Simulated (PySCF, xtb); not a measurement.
C2H7ClOSi, SMILES C[C@@H](O)[SiH2]Cl. One conformer was computed; it need not be the lowest.

Harmonic wavenumbers (cm⁻¹) from GFN2-xTB in xtb at its own minimum, in rising order: 46, 109, 213, 242, 284, 332, 416, 500, 533, 587, 675, 709, 775, 938, 1001, 1070, 1094, 1189, 1269, 1340, 1406, 1491, 1501, 2237, 2283, 2929, 3012, 3024, 3047, 3546.

Question: What does PySCF with PBE-D3(BJ)/def2-SVP give at its own minimum? (Estimate from the structure and the level; the computed values follow.)

Answer: 63, 111, 215, 247, 276, 338, 411, 522, 559, 645, 710, 824, 883, 909, 958, 1054, 1067, 1184, 1243, 1328, 1355, 1406, 1422, 2147, 2161, 2955, 2987, 3040, 3061, 3676. Paired by order, the mean absolute difference is 40 cm⁻¹ and the zero-point energies are 54.0 and 54.0 kcal/mol.
